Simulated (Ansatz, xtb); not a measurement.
## Two isomers of C3H9NSi2

Structure I is `N[Si@@H]1C=CC[SiH2]1`, a singlet and structure II is `[SiH3]N1C=CC[SiH2]1`, a singlet. Both are isolated molecules in the gas phase, relaxed with PBE0-D3(BJ)/def2-SVP; the shapes shown needn't be the lowest conformers.

I (Å):

```xyz
15

C     0.3691   -0.7059    1.4338
C     1.4251    0.0626    1.7614
C     2.3715    0.6942    0.7727
N    -1.6675   -0.6655   -0.7563
Si   -0.0070   -1.0064   -0.3783
Si    1.7291    0.4489   -1.0148
H    -2.0158    0.2812   -0.6498
H    -2.0784   -1.1049   -1.5723
H     0.2023   -2.4286   -0.7961
H    -0.2435   -1.1268    2.2401
H     1.6474    0.2483    2.8225
H     3.3688    0.2282    0.8720
H     2.5266    1.7589    1.0172
H     2.8062   -0.0763   -1.9118
H     1.2529    1.7515   -1.5844
```

II (Å):

```xyz
15

C     0.8205   -0.1963   -1.8687
C     2.1329   -0.2484   -1.5855
C     2.5277    0.0714   -0.1647
N    -0.0876    0.1450   -0.8491
Si   -1.8128    0.2464   -1.0856
Si    0.8460    0.4287    0.6345
H    -2.3955    0.6382    0.2311
H    -2.1730    1.2672   -2.1190
H    -2.3931   -1.0621   -1.5223
H     0.4154   -0.4082   -2.8639
H     2.8714   -0.5087   -2.3466
H     3.0507   -0.7693    0.3231
H     3.2095    0.9375   -0.1054
H     0.6711    1.8222    1.1476
H     0.4531   -0.5091    1.7308
```

Quicker runs give these differences E(II) − E(I): GFN2-xTB −188.0 kJ/mol; HF/STO-3G −49.1 kJ/mol (at GFN2-xTB geometries); r2SCAN-D4/def2-SVP −14.0 kJ/mol (at GFN2-xTB geometries).

Q: Estimate E(II) − E(I) at the level CCSD(T)/def2-SVP + ΔMP2/def2-TZVPP.

A: Calculated at CCSD(T)/def2-SVP + ΔMP2/def2-TZVPP: E(II) − E(I) = −17.0 kJ/mol, so structure II lies lower.

Level by level:

| level | geometry | E(II) − E(I) (kJ/mol) | departure from the last row (kJ/mol) | job, with rough time for the two |
| --- | --- | --- | --- | --- |
| GFN2-xTB | GFN2-xTB | −188.0 | −171.1 | optimisation, 0.21 s |
| HF/STO-3G | GFN2-xTB | −49.1 | −32.1 | single point, 0.36 s |
| r2SCAN-D4/def2-SVP | GFN2-xTB | −14.0 | +2.9 | single point, 3.9 s |
| PBE0-D3(BJ)/def2-SVP | PBE0-D3(BJ)/def2-SVP | −13.4 | +3.6 | optimisation, 1.8 min |
| HF/def2-SVP | PBE0-D3(BJ)/def2-SVP | −39.2 | −22.3 | part of the CCSD(T) run |
| MP2/def2-SVP | PBE0-D3(BJ)/def2-SVP | −37.5 | −20.5 | part of the CCSD(T) run |
| CCSD(T)/def2-SVP | PBE0-D3(BJ)/def2-SVP | −33.6 | −16.6 | single point |
| CCSD(T)/def2-SVP + ΔMP2/def2-TZVPP | PBE0-D3(BJ)/def2-SVP | −17.0 |  | single point, 49 s |

As drawn, II has 1 N–Si, 1 C–N, 2 Si–H in place of 1 C–Si, 1 Si–Si, 2 N–H.

The levels shown agree on the order. The largest departure from CCSD(T)/def2-SVP + ΔMP2/def2-TZVPP is that of GFN2-xTB, 171.1 kJ/mol. The last row adds to CCSD(T) the change of the MP2 difference between the two basis sets, here +16.6 kJ/mol, a large step that makes the value less sure.

With thermal terms from frequencies at re-optimised GFN2-xTB minima (ideal gas, soft modes damped towards free rotors, one conformer each, 298.15 K, 1 atm): the zero-point term adds −10.1 kJ/mol; ΔH is −28.1 and ΔG −26.6 kJ/mol.

The correlated steps freeze 14 core orbitals. Mirror images aren't counted in ΔG. Run with Ansatz 0.2.0, xtb 6.7.1; the last row on 4 threads of Arm Neoverse V1 on a shared host.
